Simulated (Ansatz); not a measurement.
CH$_{8}$N$_{2}$Si$_{2}$ (`N[SiH2]N1C[SiH2]1`), relaxed with RKS PBE0-D4/def2-TZVP in Ansatz from a PBE-D4/def2-SVP geometry. The force threshold is 0.005 eV/Å; the program also tests the step.

Total charge 0; spin multiplicity 1.

Start:

```xyz
13

N    -1.633    0.365    1.924
Si   -0.970    0.892    0.405
N     0.118   -0.211   -0.405
C     1.532   -0.590   -0.143
Si    0.875   -0.723   -1.884
H    -1.083    0.503    2.775
H    -2.142   -0.522    1.971
H    -0.262    2.183    0.740
H    -2.081    1.097   -0.586
H     1.688   -1.494    0.481
H     2.235    0.232    0.116
H     0.454   -2.031   -2.484
H     1.269    0.298   -2.909
```

Q: By how much does the energy fall, and how many steps does the optimiser take? (Best estimate.)

A: Ansatz gave: 9.32 kJ/mol, in 17 steps, 1 of them rejected.

Q: Which bonds change most? (Best estimate.)

A: Computed: N3–Si5 from 1.739 to 1.698 Å; Si2–N3 from 1.748 to 1.711 Å; C4–Si5 from 1.865 to 1.831 Å; N1–Si2 from 1.739 to 1.711 Å.

Q: Give the relaxed structure. (Best estimate.)

A: The calculation gave: 
```xyz
13

N    -1.554    0.292    1.880
Si   -0.953    0.889    0.394
N     0.114   -0.143   -0.455
C     1.509   -0.570   -0.148
Si    0.875   -0.720   -1.859
H    -1.099    0.518    2.748
H    -2.080   -0.563    1.944
H    -0.271    2.161    0.766
H    -2.072    1.122   -0.555
H     1.596   -1.438    0.504
H     2.205    0.229    0.110
H     0.429   -2.014   -2.424
H     1.300    0.236   -2.907
```
